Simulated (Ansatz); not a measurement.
**Question.** Name a neutral molecule of C, O, Si and H with size of the dipole moment (ωB97M-V/def2-TZVPP) between 2.05 and 2.35 D and HOMO–LUMO gap (B3LYP/def2-TZVPP) between 8.00 and 8.30 eV (Ansatz, PBE0-D4/def2-TZVP geometry).

**Answer.** `O[SiH]1CCO1` (2.25 D, 8.20 eV). Other molecules can fit too; these were computed, each in one conformer that needn't be the lowest.

B3LYP here is the variant with VWN-RPA as its local correlation; programs differ in this.
